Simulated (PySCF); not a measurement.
# Working out the ionisation energy of Pb

Pb [Xe] 4f14 5d10 6s2 6p2 (3P) → Pb⁺ [Xe] 4f14 5d10 6s2 6p1 (2P). Calculation: PySCF 2.14, in aug-cc-pVQZ-PP with one added diffuse shell each of s, p, d, f, g type with ECP60MDF (8s8p6d4f3g, 117 functions); a scalar-relativistic core potential. Frozen: 5s2 5p6 5d10. Energies in hartree (1 hartree = 27.21139 eV):

| part | Pb (lower) | Pb⁺ (upper) |
| --- | --- | --- |
| UHF | -191.836176 | -191.594984 |
| MP2 opposite-spin | -0.032806 | -0.027347 |
| MP2 same-spin | -0.007438 | -0.002259 |

Problem. What does Hartree-Fock give?

Solution. (-191.594984) − (-191.836176) = 0.241192 hartree = 6.563 eV.

Problem. What do MP2 and SCS-MP2 (6/5 opposite-spin, 1/3 same-spin) give?

Solution. The opposite-spin parts differ by 0.149 eV and the same-spin parts by 0.141 eV. MP2: 6.563 + (0.149) + (0.141) = 6.853 eV. SCS-MP2: 6.563 + 1.2 × (0.149) + (0.141)/3 = 6.789 eV.

Reference: 7.417 eV (measured; NIST Atomic Spectra Database, ionization energies), between the lowest levels; spin-orbit coupling is absent from the calculation.

What remains against the reference includes basis incompleteness, the frozen core and correlation beyond second order.
